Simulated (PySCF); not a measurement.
Isomers of C4H11FO2Si2, mass 166.028 u with the commonest isotopes. Computed with PBE0/pcSseg-1 in PySCF (dipole) on a GFN2-xTB geometry, gas phase. One conformer each, none proved a minimum here; rigid rotors.

Question: Order these by dipole moment, smallest first.
A. `[O:1]=[CH:2][O:3][C:4]([SiH3:5])([SiH3:6])[CH2:7][CH2:8][F:9]` with O1–C2–O3–C4 -2°, C2–O3–C4–Si5 -115°, O3–C4–C7–C8 63°, C4–C7–C8–F9 73°
B. `[OH:1][SiH2:2]/[C:3](=[CH:4]\[O:5][SiH3:6])[CH2:7][CH2:8][F:9]` with H–O1–Si2–C3 -40°, O1–Si2–C3–C4 34°, C3–C4–O5–Si6 173°, Si2–C3–C7–C8 -67°, C3–C7–C8–F9 69°
C. `[CH3:1]/[C:2](=[CH:3]\[O:4][SiH3:5])[O:6][SiH2:7][CH2:8][F:9]` with C2–C3–O4–Si5 180°, C1–C2–O6–Si7 0°, C2–O6–Si7–C8 180°, O6–Si7–C8–F9 180°

Answer: C (2.16 D), A (2.57 D), B (4.61 D).

Question: Order these by out-of-plane moment Σ m c² = (Ia + Ib − Ic)/2, smallest first.
A. `[OH:1][SiH2:2]/[C:3](=[CH:4]\[O:5][SiH3:6])[CH2:7][CH2:8][F:9]` with H–O1–Si2–C3 -40°, O1–Si2–C3–C4 34°, C3–C4–O5–Si6 173°, Si2–C3–C7–C8 -67°, C3–C7–C8–F9 69°
B. `[CH3:1]/[C:2](=[CH:3]\[O:4][SiH3:5])[O:6][SiH2:7][CH2:8][F:9]` with C2–C3–O4–Si5 180°, C1–C2–O6–Si7 0°, C2–O6–Si7–C8 180°, O6–Si7–C8–F9 180°
C. `[CH3:1][O:2][C@@H:3]([F:4])[SiH2:5][SiH2:6][C:7]([CH3:8])=[O:9]` with C1–O2–C3–F4 70°, O2–C3–Si5–Si6 39°, C3–Si5–Si6–C7 25°, Si5–Si6–C7–C8 -137°
D. `[O:1]=[CH:2][O:3][C:4]([SiH3:5])([SiH3:6])[CH2:7][CH2:8][F:9]` with O1–C2–O3–C4 -2°, C2–O3–C4–Si5 -115°, O3–C4–C7–C8 63°, C4–C7–C8–F9 73°

Answer: B (8.90 u·Å²), A (38.95 u·Å²), C (68.56 u·Å²), D (133.38 u·Å²).

Question: Order these by rotational constant B, largest first.
A. `[CH3:1]/[C:2](=[CH:3]\[O:4][SiH3:5])[O:6][SiH2:7][CH2:8][F:9]` with C2–C3–O4–Si5 180°, C1–C2–O6–Si7 0°, C2–O6–Si7–C8 180°, O6–Si7–C8–F9 180°
B. `[CH3:1][O:2][C@@H:3]([F:4])[SiH2:5][SiH2:6][C:7]([CH3:8])=[O:9]` with C1–O2–C3–F4 70°, O2–C3–Si5–Si6 39°, C3–Si5–Si6–C7 25°, Si5–Si6–C7–C8 -137°
C. `[OH:1][SiH2:2]/[C:3](=[CH:4]\[O:5][SiH3:6])[CH2:7][CH2:8][F:9]` with H–O1–Si2–C3 -40°, O1–Si2–C3–C4 34°, C3–C4–O5–Si6 173°, Si2–C3–C7–C8 -67°, C3–C7–C8–F9 69°
D. `[O:1]=[CH:2][O:3][C:4]([SiH3:5])([SiH3:6])[CH2:7][CH2:8][F:9]` with O1–C2–O3–C4 -2°, C2–O3–C4–Si5 -115°, O3–C4–C7–C8 63°, C4–C7–C8–F9 73°

Answer: B (922.1 MHz), D (792.3 MHz), C (613.2 MHz), A (344.2 MHz).

| SMILES | point group | Ia (u·Å²) | Ib (u·Å²) | Ic (u·Å²) | κ | μa (D) | μb (D) | μc (D) |
| --- | --- | --- | --- | --- | --- | --- | --- | --- |
| O=COC([SiH3])([SiH3])CCF | C1 | 290.93 | 637.83 | 662.00 | -0.94 | 0.76 | 2.44 | 0.23 |
| C/C(=C\O[SiH3])O[SiH2]CF | Cs | 134.56 | 1468.27 | 1585.03 | -0.99 | 2.15 | 0.18 | 0.00 |
| O[SiH2]/C(=C\O[SiH3])CCF | C1 | 286.26 | 824.20 | 1032.57 | -0.81 | 2.16 | 4.07 | 0.27 |
| CO[C@@H](F)[SiH2][SiH2]C(C)=O | C1 | 348.17 | 548.06 | 759.11 | -0.35 | 1.84 | 0.79 | 1.44 |
